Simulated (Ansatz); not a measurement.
Two isomers of CH8N2Si2: A = `N=C[SiH2][SiH2]N`, B = `N[SiH2]N1C[SiH2]1`.

Gas-phase electronic energies from Ansatz, PBE0-D4/def2-TZVP geometries. CCSD(T)/CBS is the MP2 limit (def2-TZVPP, def2-QZVPP) plus CCSD(T) − MP2 in def2-TZVPP, frozen cores. DFT in def2-TZVPP. B3LYP here is the variant with VWN-RPA as its local correlation; programs differ in this. Each species was taken in one conformer, which may not be the lowest.

A:

```xyz
13

N     0.086   -1.102   -1.628
C    -1.090   -0.739   -1.311
Si   -1.363    0.344    0.226
Si    0.643    0.443    1.432
N     1.886    0.655    0.266
H     0.093   -1.671   -2.477
H    -1.961   -1.034   -1.918
H    -2.486   -0.258    1.001
H    -1.834    1.673   -0.259
H     0.639    1.602    2.368
H     0.722   -0.782    2.289
H     1.827    0.048   -0.542
H     2.838    0.820    0.553
```

B:

```xyz
13

N     1.529   -0.604   -1.826
Si   -0.079   -0.302   -1.326
N    -0.270    0.318    0.257
C    -0.055   -0.319    1.587
Si   -1.102    1.178    1.462
H     1.938   -1.517   -1.724
H     2.229    0.119   -1.855
H    -0.751   -1.625   -1.457
H    -0.704    0.723   -2.200
H     0.965   -0.269    1.966
H    -0.514   -1.299    1.725
H    -0.607    2.520    1.842
H    -2.577    1.076    1.549
```

Which is lower in electronic energy at CCSD(T)/CBS, and by how much? (Estimate.)

Ansatz gave: B, by 73.5 kJ/mol.

Give E(B) − E(A) in kJ/mol with ωB97M-V, CCSD(T)/def2-TZVPP, B3LYP, PBE-D4, CCSD/def2-TZVPP, MP2/def2-TZVPP, HF/def2-TZVPP. (Best estimate.)

Computed: ωB97M-V -79.8, CCSD(T)/def2-TZVPP -68.1, B3LYP -65.3, PBE-D4 -59.3, CCSD/def2-TZVPP -70.5, MP2/def2-TZVPP -91.4, HF/def2-TZVPP -68.6. None reverses the order clearly.

Largest T1 diagnostic: 0.013.

From PBE to PBE0 (25 % exact exchange), in def2-TZVPP and without D4, E(B) − E(A) moves by −11.9 kJ/mol.
